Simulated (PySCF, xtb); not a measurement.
C3H4FNSi, SMILES F[Si@H]1C=CC=N1.

Harmonic wavenumbers (cm⁻¹) from GFN2-xTB run with xtb at its own minimum, in rising order: 126, 168, 348, 415, 489, 551, 626, 669, 736, 765, 835, 880, 897, 914, 991, 1084, 1242, 1287, 1555, 1634, 2432, 3021, 3083, 3122.

### Question
What does ωB97X-D3(BJ)/def2-SVP in PySCF give at its own minimum? (An estimate is asked for; the answer gives what the named calculation found.)

### Answer
143, 230, 407, 453, 525, 666, 722, 750, 770, 852, 884, 942, 961, 985, 1033, 1093, 1321, 1371, 1643, 1731, 2320, 3107, 3203, 3254. Paired by order, the mean absolute difference is 71 cm⁻¹ and the zero-point energies are 39.8 and 42.0 kcal/mol.
